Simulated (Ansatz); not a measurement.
CH4BrFSSi (`C[Si](F)(S)Br`). Charge 0, multiplicity 1. The structure was optimised at the PBE0-D4/def2-TZVP level. It is one conformer, not always the lowest.

```xyz
9

C    -1.138   -0.288    0.238
Si    0.512    0.032   -0.523
F     1.179   -1.378   -0.850
S     1.822    1.199    0.663
Br    0.315    1.136   -2.424
H    -1.752   -0.887   -0.438
H    -1.021   -0.834    1.177
H    -1.650    0.654    0.442
H     1.732    0.365    1.715
```

Question: What is the dipole moment at r2SCAN/def2-TZVPP? (Best estimate.)

Answer: Computed: 2.48 D, with components (-1.53, -0.44, 1.90) D in this frame, pointing from negative to positive charge.

Question: And with PBE, B3LYP, ωB97M-V? (Estimate.)

Answer: The calculation gave: PBE 2.38 D, B3LYP 2.43 D, ωB97M-V 2.45 D.

Question: Give the Mulliken charges with r2SCAN, B3LYP, PBE in def2-TZVPP. (Estimate.)

Answer: The calculation gave: 
```tsv
atom	r2SCAN	B3LYP	PBE
C1	-0.31	-0.38	-0.37
Si2	0.69	0.68	0.57
F3	-0.30	-0.30	-0.26
S4	-0.24	-0.23	-0.22
Br5	-0.21	-0.21	-0.19
H6	0.09	0.12	0.12
H7	0.08	0.11	0.11
H8	0.10	0.12	0.13
H9	0.11	0.11	0.11
```

B3LYP here is the variant with VWN-RPA as its local correlation; programs differ in this.
